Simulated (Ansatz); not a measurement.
Computed with Ansatz on PBE0-D4/def2-TZVP structures; ΔE is electronic, products minus reactants. CBS: MP2 limit from def2 TZ/QZ plus the TZ coupled-cluster correction, frozen cores. This one scheme is used for every species. DFT in def2-TZVPP. B3LYP here is the variant with VWN-RPA as its local correlation; programs differ in this. HSE06 is defined as in plane-wave codes. One conformer a species, not always the lowest.

Reaction (hydrogenolysis of the Si–C bond): `C[SiH2]CS` + H₂ → `[SiH3]CS` + CH₄

```csv
level,ΔE (kJ/mol),difference from CCSD(T)/CBS
PBE-D4,-20.7,1.9
r2SCAN-D4,-21.2,1.4
r2SCANh-D4,-22.0,0.6
HSE06-D4,-23.2,-0.6
ωB97X-V,-24.9,-2.3
B2PLYP,-30.1,-7.5
B3LYP,-35.4,-12.8
r2SCANh,-23.9,-1.3
r2SCAN0,-25.3,-2.7
LC-ωPBE,-27.4,-4.8
RPA@PBE/def2-TZVPP,-27.2,-4.6
HF/def2-SVP,-52.8,-30.2
MP2/def2-TZVPP,-19.8,2.8
CCSD(T)/def2-TZVPP,-25.2,-2.6
MP2/CBS(def2),-17.2,5.4
CCSD/CBS(def2),-26.6,-4.0
CCSD(T)/CBS,-22.6,0
```

Largest T1 diagnostic among the species: 0.011.

Leaving LDA and LC-ωPBE aside and taking each functional with its dispersion term where it has one, the values, not all of them listed here, spread over 13.3 kJ/mol, from B2PLYP to revPBE-D4. LDA lies +7.1 kJ/mol from PBE without D4. At CCSD(T), def2-SVP lies −14.2 kJ/mol from the extrapolated value and def2-TZVPP −2.6 kJ/mol. The D4 term adds +9.6 kJ/mol with B3LYP and +5.4 kJ/mol with PBE0; it sums over pairs of atoms, weighted by their polarisabilities, and B3LYP, whose exchange is more repulsive, gets the larger term.

CCSD(T)/CBS has its own doubt, a few kJ/mol and more with outer-core shells, so smaller differences from it don't rank the levels.
